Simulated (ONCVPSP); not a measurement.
Pseudopotential generation for rubidium: ONCV, PBE, scalar-relativistic.

Input for ONCVPSP 4.0.1:

```
# ATOM AND REFERENCE CONFIGURATION
# atsym  z   nc   nv     iexc    psfile
  Rb 37.00    6    3        4      upf
#
#   n    l    f
    1    0    2.00
    2    0    2.00
    2    1    6.00
    3    0    2.00
    3    1    6.00
    3    2   10.00
    4    0    2.00
    4    1    6.00
    5    0    1.00
#
# PSEUDOPOTENTIAL AND OPTIMIZATION
# lmax
    2
#
#   l,   rc,      ep,       ncon, nbas, qcut
    0    2.75    0.00    4    8    3.30
    1    1.75    0.00    4    9    5.40
    2    2.95    0.12    4    9    3.20
#
# LOCAL POTENTIAL
# lloc, lpopt,  rc(5),   dvloc0
    4    5    1.70   -1.00
#
# VANDERBILT-KLEINMAN-BYLANDER PROJECTORs
# l, nproj, debl
    0    2    0.90
    1    2    2.20
    2    3    1.20
#
# MODEL CORE CHARGE
# icmod, fcfact, rcfact
    3    5.25    1.00
#
# LOG DERIVATIVE ANALYSIS
# epsh1, epsh2, depsh
   -3.00    5.00    0.02
#
# OUTPUT GRID
# rlmax, drl
    6.00    0.01
#
# TEST CONFIGURATIONS
# ncnf
    4
# nvcnf
#   n    l    f
    3
    4    0    2.00
    4    1    6.00
    5    0    0.00
#
    3
    4    0    2.00
    4    1    6.00
    5    0    0.50
#
    4
    4    0    2.00
    4    1    6.00
    5    0    0.00
    5    1    1.00
#
    3
    4    0    1.00
    4    1    6.00
    5    0    1.00
#
```

Command:

```bash
oncvpsp.x < Rb.dat > Rb.out
```

The program printed (shortened: citation, most of the input echo, consistency checks and plot data are left out):

```
ONCVPSP  (Optimized Norm-Conservinng Vanderbilt PSeudopotential)
scalar-relativistic version 4.0.1

#   n    l    f        energy (Ha)
    1    0    2.00    -5.5248264E+02
    2    0    2.00    -7.3801351E+01
    2    1    6.00    -6.5422763E+01
    3    0    2.00    -1.0951336E+01
    3    1    6.00    -8.2640281E+00
    3    2   10.00    -3.8205859E+00
    4    0    2.00    -1.1720689E+00
    4    1    6.00    -5.8667428E-01
    5    0    1.00    -8.2006474E-02

Reference configufation results
  iterations    26
  all-electron total energy (Ha)   -2.98119643D+03

Begin loop to  construct optimized pseudo wave functions
and semi-local pseudopoentials for all angular momenta

Calculating optimized projector #   1

 for l=   0

    Fraction of norm inside rc  0.979484
    Optimizing pswf for qcut=   3.31 a_B^-1,  ecut=   5.47 Ha
    Residual kinetic energy error=  4.79D-06 Ha

    Energy error per electron        Cutoff
         Ha          eV             Ha
         0.01000     0.27211        2.46
         0.00100     0.02721        3.41
         0.00010     0.00272        4.20
         0.00001     0.00027        5.55

Calculating optimized projector #   2

 for l=   0

    Fraction of norm inside rc  0.066418
    Optimizing pswf for qcut=   3.31 a_B^-1,  ecut=   5.47 Ha
    Residual kinetic energy error=  3.08D-05 Ha

    Energy error per electron        Cutoff
         Ha          eV             Ha
         0.01000     0.27211        1.57
         0.00100     0.02721        2.51
         0.00010     0.00272        3.69
         0.00001     0.00027       14.74

   Wellstate for l =  1  n =  6
     eigenvalue =   1.6133
     asymptotic potential =   2.1133
     half-point radius =  4.1014

Calculating optimized projector #   1

 for l=   1

    Fraction of norm inside rc  0.576605
    Optimizing pswf for qcut=   5.40 a_B^-1,  ecut=  14.59 Ha
    Residual kinetic energy error=  1.99D-04 Ha

    Energy error per electron        Cutoff
         Ha          eV             Ha
         0.01000     0.27211        4.77
         0.00100     0.02721       10.96
         0.00010     0.00272       23.13
         0.00001     0.00027       84.53

Calculating optimized projector #   2

 for l=   1

    Fraction of norm inside rc  0.086254
    Optimizing pswf for qcut=   5.40 a_B^-1,  ecut=  14.59 Ha
    Residual kinetic energy error=  4.05D-04 Ha

    Energy error per electron        Cutoff
         Ha          eV             Ha
         0.01000     0.27211        5.38
         0.00100     0.02721       12.52
         0.00010     0.00272       23.84
         0.00001     0.00027       66.21

   Wellstate for l =  2  n =  5
     eigenvalue =   0.1200
     asymptotic potential =   0.6200
     half-point radius = 15.9455

   Wellstate for l =  2  n =  6
     eigenvalue =   1.3200
     asymptotic potential =   1.8200
     half-point radius =  5.4141

   Wellstate for l =  2  n =  7
     eigenvalue =   2.5200
     asymptotic potential =   3.0200
     half-point radius =  5.1524

Calculating optimized projector #   1

 for l=   2

    Fraction of norm inside rc  0.227428
    Optimizing pswf for qcut=   3.21 a_B^-1,  ecut=   5.14 Ha
    Residual kinetic energy error=  7.44D-04 Ha

    Energy error per electron        Cutoff
         Ha          eV             Ha
         0.01000     0.27211        3.32
         0.00100     0.02721        5.13
         0.00010     0.00272       20.84
         0.00001     0.00027       34.63

Calculating optimized projector #   2

 for l=   2

    Fraction of norm inside rc  0.227435
    Optimizing pswf for qcut=   3.21 a_B^-1,  ecut=   5.14 Ha
    Residual kinetic energy error=  2.20D-02 Ha

    Energy error per electron        Cutoff
         Ha          eV             Ha
         0.01000     0.27211        5.83
         0.00100     0.02721       15.54
         0.00010     0.00272       40.71
         0.00001     0.00027       46.03

Calculating optimized projector #   3

 for l=   2

    Fraction of norm inside rc  0.229185
    Optimizing pswf for qcut=   3.21 a_B^-1,  ecut=   5.14 Ha
    Residual kinetic energy error=  1.12D-01 Ha

    Energy error per electron        Cutoff
         Ha          eV             Ha
         0.01000     0.27211        7.16
         0.00100     0.02721       14.82
         0.00010     0.00272       50.72
         0.00001     0.00027       58.28

Construct Vanderbilt / Kleinmman-Bylander projectors

B matrix Hermiticity error, ll=   0
   1   2    4.2429E-05

  Orthonormal projector coefficients  4.0133E+00  6.6696E-01

B matrix Hermiticity error, ll=   1
   1   2   -1.6313E-04

  Orthonormal projector coefficients  4.3669E+00  1.0037E+00

B matrix Hermiticity error, ll=   2
   1   2    2.6464E-05
   1   3   -2.9866E-05
   2   3    6.3683E-05

  Orthonormal projector coefficients -2.8249E+00  2.1241E+00 -9.9853E-01

Model core correction analysis
  based on d2Exc/dn_idn_j

d2excae - all-electron derivatives

   -3.124851D-02   -2.650549D-02   -1.579378D-03
   -2.650562D-02   -2.561991D-02   -2.719769D-03
   -1.578225D-03   -2.716011D-03   -3.305254D-02

d2excps - pseudofunction derivatives with no core correction

   -4.283302D-02   -2.805486D-02   -2.388023D-03
   -2.805540D-02   -2.744534D-02   -2.820953D-03
   -2.387698D-03   -2.817209D-03   -3.310417D-02

rms 2nd derivative error    3.995384E-03

rmatch, rhocmatch    0.9926    3.9426

Teter function model core charge with specified parameters

d2excps - pseudofunction derivatives with core correction

   -3.372711D-02   -2.633221D-02   -1.819695D-03
   -2.633240D-02   -2.735881D-02   -2.701018D-03
   -1.818599D-03   -2.697270D-03   -3.306926D-02

rms 2nd derivative error    1.018920E-03

Pseudoatom total energy  -24.451303

Diagnostic tests using Vanderbilt-Kleinman-Bylander pseudopotentials
  1 or more projectors used as specified by nproj input data

   l    rcore       rmatch      e in        delta e   norm test  slope test

   0   2.7608377   2.8446627  -1.1720689   0.0000004   1.0000806   1.0000725
   0   2.7608377   2.8446627  -0.0820065   0.0000002   1.0000089   1.0000071

   1   1.7522430   1.8054449  -0.5866743  -0.0000041   1.0000581   1.0000735
   1   1.7522430   1.8054449   1.6133257   0.0000079   1.0002584   1.0002584

   2   2.9663107   3.0563743   0.1200000   0.0000003   1.0000364   1.0000364
   2   2.9663107   3.0563743   1.3200000   0.0000102   1.0001032   1.0001032
   2   2.9663107   3.0563743   2.5200000   0.0000052   1.0001706   1.0001706

 Testing for bound ghosts
   n   l    E NL Schr. Eq   E Basis Diag.   E Cutoff

   1   0       -1.172069       -1.172068     34.77
   2   0       -0.082006       -0.061372     34.77

   2   1       -0.586678       -0.585475    128.49

 Testing for highly-localized positive-energy ghosts
       l    <radius>/rc     E Basis Diag.   E Cutoff

Test configuration 0

   n   l     f        eae           eps        diff
   1   0  2.0000 -552.48263653
   2   0  2.0000  -73.80135132
   2   1  6.0000  -65.42276314
   3   0  2.0000  -10.95133622
   3   1  6.0000   -8.26402806
   3   2 10.0000   -3.82058588
   4   0  2.0000   -1.17206890   -1.17206852    3.89D-07
   4   1  6.0000   -0.58667428   -0.58667840   -4.11D-06
   5   0  1.0000   -0.08200647   -0.08200624    2.30D-07

    Total energies and differences
      AE_ref= -2.98119643D+03  AE_tst= -2.98119643D+03  dif=  0.00D+00
      PS_ref= -2.44513027D+01  PS_tst= -2.44513027D+01  dif=  4.97D-14
      PSP excitation error= -4.97D-14

Test configuration 1

   n   l     f        eae           eps        diff
   1   0  2.0000 -552.69541296
   2   0  2.0000  -74.01395381
   2   1  6.0000  -65.63535569
   3   0  2.0000  -11.16379316
   3   1  6.0000   -8.47646182
   3   2 10.0000   -4.03298005
   4   0  2.0000   -1.38291274   -1.38354947   -6.37D-04
   4   1  6.0000   -0.79564317   -0.79571704   -7.39D-05

    Total energies and differences
      AE_ref= -2.98119643D+03  AE_tst= -2.98104379D+03  dif=  1.53D-01
      PS_ref= -2.44513027D+01  PS_tst= -2.42986445D+01  dif=  1.53D-01
      PSP excitation error= -1.90D-05

Test configuration 2

   n   l     f        eae           eps        diff
   1   0  2.0000 -552.58119750
   2   0  2.0000  -73.89984079
   2   1  6.0000  -65.52125044
   3   0  2.0000  -11.04976564
   3   1  6.0000   -8.36244902
   3   2 10.0000   -3.91899164
   4   0  2.0000   -1.26989415   -1.27011541   -2.21D-04
   4   1  6.0000   -0.68387366   -0.68389307   -1.94D-05
   5   0  0.5000   -0.15144507   -0.15145341   -8.34D-06

    Total energies and differences
      AE_ref= -2.98119643D+03  AE_tst= -2.98113843D+03  dif=  5.80D-02
      PS_ref= -2.44513027D+01  PS_tst= -2.43932967D+01  dif=  5.80D-02
      PSP excitation error= -3.95D-06

Test configuration 3

   n   l     f        eae           eps        diff
   1   0  2.0000 -552.53605803
   2   0  2.0000  -73.85480499
   2   1  6.0000  -65.47618022
   3   0  2.0000  -11.00483281
   3   1  6.0000   -8.31750768
   3   2 10.0000   -3.87404476
   4   0  2.0000   -1.22503475   -1.22558186   -5.47D-04
   4   1  6.0000   -0.63853642   -0.63860980   -7.34D-05
   5   1  1.0000   -0.04943380   -0.04943536   -1.56D-06

    Total energies and differences
      AE_ref= -2.98119643D+03  AE_tst= -2.98114058D+03  dif=  5.59D-02
      PS_ref= -2.44513027D+01  PS_tst= -2.43954364D+01  dif=  5.59D-02
      PSP excitation error= -8.70D-06

Test configuration 4

   n   l     f        eae           eps        diff
   1   0  2.0000 -553.01170981
   2   0  2.0000  -74.32382886
   2   1  6.0000  -65.94554377
   3   0  2.0000  -11.46861782
   3   1  6.0000   -8.78083949
   3   2 10.0000   -4.33608565
   4   0  1.0000   -1.61245916   -1.63635727   -2.39D-02
   4   1  6.0000   -1.00026652   -1.00489952   -4.63D-03
   5   0  1.0000   -0.29902345   -0.30036827   -1.34D-03

    Total energies and differences
      AE_ref= -2.98119643D+03  AE_tst= -2.97980969D+03  dif=  1.39D+00
      PS_ref= -2.44513027D+01  PS_tst= -2.30532846D+01  dif=  1.40D+00
      PSP excitation error= -1.13D-02
```

The run took about 3.8 s on one core of a shared server CPU.
